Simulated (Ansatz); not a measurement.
Cs₂Br₂. Total charge 0; triplet. Geometry PBE-D4/def2-SVP; atoms count from 1.

Cartesian coordinates in Å:
```
Cs -1.703 1.065 2.516
Cs 1.488 -0.967 -2.686
Br -0.569 -1.363 0.184
Br 0.783 1.266 -0.014
```

In the def2 sets Cs takes a core potential; there is no spin–orbit coupling. In the triplet, Br3 and Br4 lie 2.96 Å apart (atoms count from 1), so these atoms are partly bonded to each other. At PBE0-D4/def2-TZVP a singlet of charge 0 lies 3.88 eV below the triplet, each at its own geometry. The structure comes from a short search, and lower isomers may exist.

Question: Estimate the Mulliken populations from the PBE0/def2-TZVP orbitals of Ansatz.

Answer: 
```json
{"atom": "Cs1", "charge (e)": "0.41", "spin (α − β)": "0.50"}
{"atom": "Cs2", "charge (e)": "0.41", "spin (α − β)": "0.50"}
{"atom": "Br3", "charge (e)": "-0.41", "spin (α − β)": "0.50"}
{"atom": "Br4", "charge (e)": "-0.41", "spin (α − β)": "0.50"}
```
Mulliken values and Mayer orders depend strongly on the basis.

Question: Where does the spin sit?

Answer: Summed by element: Cs 1.00, Br 1.00, of 2 unpaired in all. Largest on single atoms: Br3 0.50, Br4 0.50, Cs1 0.50.
